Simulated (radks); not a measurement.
F, 9 electrons, occupied as [He] 2s2 2p5. All-electron calculation, non-relativistic Kohn-Sham, LDA (Slater exchange, Perdew-Wang correlation), spin-polarised, spherical densities, point nucleus; open shells are filled with parallel spins first. Program: a radial shooting solver on a logarithmic mesh with Libxc functionals.

Normalised radial functions P(r) = r R(r), r in bohr:

r         1s down  2s down  2p down
0.008523   0.4060   0.0954   0.0015
0.01049    0.4911   0.1154   0.0022
0.01302    0.5958   0.1399   0.0034
0.01604    0.7140   0.1675   0.0050
0.0199     0.8559   0.2006   0.0076
0.0245     1.0113   0.2366   0.0113
0.03041    1.1906   0.2777   0.0170
0.03744    1.3767   0.3198   0.0250
0.04647    1.5768   0.3636   0.0370
0.05721    1.7649   0.4025   0.0536
0.07101    1.9392   0.4339   0.0779
0.08743    2.0667   0.4485   0.1102
0.1085     2.1337   0.4381   0.1557
0.1336     2.1134   0.3936   0.2134
0.1658     1.9881   0.3016   0.2898
0.2041     1.7653   0.1624   0.3795
0.2534     1.4460  -0.0346   0.4874
0.3119     1.0914  -0.2646   0.5998
0.3871     0.7280  -0.5214   0.7148
0.4767     0.4319  -0.7516   0.8100
0.5869     0.2189  -0.9258   0.8743
0.7284     0.0883  -1.0119   0.8942
0.8968     0.0290  -0.9878   0.8616
1.113      0.0068  -0.8627   0.7774
1.37       0.0012  -0.6793   0.6599
1.701      0.0001  -0.4696   0.5178
2.094      0.0000  -0.2887   0.3792
2.599      0.0000  -0.1487   0.2495
3.2        0.0000  -0.0655   0.1494
3.971      0.0000  -0.0222   0.0764

1s down: eigenvalue -657.70 eV, 0 radial nodes, <r> = 0.177 bohr, 90 % of the charge inside 0.317 bohr. 2s down: eigenvalue -28.681 eV, 1 radial node at r = 0.245 bohr, <r> = 1.02 bohr, 90 % of the charge inside 1.65 bohr. 2p down: eigenvalue -10.446 eV, 0 radial nodes, <r> = 1.13 bohr, 90 % of the charge inside 2.00 bohr.
